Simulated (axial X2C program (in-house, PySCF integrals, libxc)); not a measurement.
## Outer orbitals of VF at 1.771 Å, PBE0

Computed with an in-house relativistic program for diatomic molecules. Spin-free means the one-electron spin-free X2C Hamiltonian; two-component (2c) means X2C with spin–orbit coupling and atomic mean-field two-electron Coulomb and Gaunt terms, so the difference of the two also holds small scalar two-electron terms. Basis: V dyall-cv3z [10s10p6d4f2g], F dyall-av3z [7s6p3d2f] (cores contracted in-house); Gaussian nuclei, density fitting, unrestricted open shells. Masses: V 50.944 u, F 18.998 u.

The distance is close to the 2c PBE0 minimum; the highest filled and lowest empty levels are listed.

Spin-free orbitals, state M_S = 2, Λ = 1 (beyond evenly filled blocks: σα, π+α, δ+α, δ-α) (Löwdin shares):

| symmetry | occupied | ε (eV) | atomic character |
| --- | --- | --- | --- |
| σβ | yes | -30.75 | 79% F s, 7% V d, 6% V p |
| σα | yes | -30.71 | 79% F s, 7% V d, 6% V p |
| σα | yes | -11.39 | 84% F p, 11% V d |
| σβ | yes | -11.38 | 87% F p, 7% V d |
| π+α | yes | -10.96 | 82% F p, 13% V d, 2% V f |
| π-β | yes | -10.69 | 88% F p, 6% V d, 3% V f |
| π+β | yes | -10.69 | 88% F p, 6% V d, 3% V f |
| π-α | yes | -10.68 | 85% F p, 9% V d, 3% V f |
| δ+α | yes | -6.21 | 100% V d |
| δ-α | yes | -6.06 | 100% V d |
| π+α | yes | -5.87 | 84% V d, 8% F p, 5% V p |
| σα | yes | -5.44 | 60% V s, 21% V d, 8% F p |
| π-α | no | -2.18 | 77% V d, 17% V p, 4% F p |
| σα | no | -1.88 | 49% V d, 34% V p, 10% V s |
| σβ | no | -1.57 | 75% V s, 10% V p, 5% F s |
| π+α | no | -0.64 | 86% V p, 7% F p, 6% V d |

Spinors with spin–orbit coupling (state Ω = 1):

```
   ω  occupied  ε (eV)           atomic character  λ mixture
-1/2       yes  -30.75    79% F s, 7% V d, 6% V p     100% σ
 1/2       yes  -30.71    79% F s, 7% V d, 6% V p     100% σ
 1/2       yes  -11.39           84% F p, 11% V d     100% σ
-1/2       yes  -11.38            87% F p, 7% V d     100% σ
-1/2       yes  -10.97   82% F p, 13% V d, 2% V f     100% π
 1/2       yes  -10.70    88% F p, 6% V d, 3% V f     100% π
-3/2       yes  -10.67    88% F p, 6% V d, 3% V f     100% π
 3/2       yes  -10.66    85% F p, 9% V d, 3% V f     100% π
-3/2       yes   -6.23                   100% V d     100% δ
 5/2       yes   -6.03                   100% V d     100% δ
-1/2       yes   -5.88    84% V d, 8% F p, 5% V p     100% π
 1/2       yes   -5.43   60% V s, 22% V d, 8% F p     100% σ
 3/2        no   -2.16   77% V d, 17% V p, 4% F p     100% π
 1/2        no   -1.88  49% V d, 34% V p, 10% V s     100% σ
-1/2        no   -1.57   75% V s, 10% V p, 5% F s     100% σ
-1/2        no   -0.64    86% V p, 7% F p, 6% V d     100% π
```

Mulliken charges and populations of the two-component result (they depend on the basis, above all on diffuse functions):

V 0.57 e (s 6.74 p 12.14 d 3.52 f 0.03 g 0.01), F -0.57 e (s 3.98 p 5.57 d 0.01). ⟨Lz⟩ = -1.00 ħ and ⟨Sz⟩ = 2.00 ħ (2.01 and -0.01 on the two atoms), which add up to Ω.

One determinant describes the state; a PBE0 search over occupations chose it and may have missed a lower one. Density functionals use the spin component along the axis (collinear). PBE0 can misorder states that lie within some tenths of an eV, so this need not be the ground state of the molecule. The nearest other spin-free determinant of the search, M_S = 2, Λ = 2, lies 0.22 eV up at the distance of the search. Without a current term, density functionals place determinants with orbital angular momentum somewhat too high. With several unpaired electrons one determinant need not be a pure state. Open-shell Ω = 0 determinants with evenly filled partner blocks cannot be reached by this program, so the Ω shown need not be the lowest component.
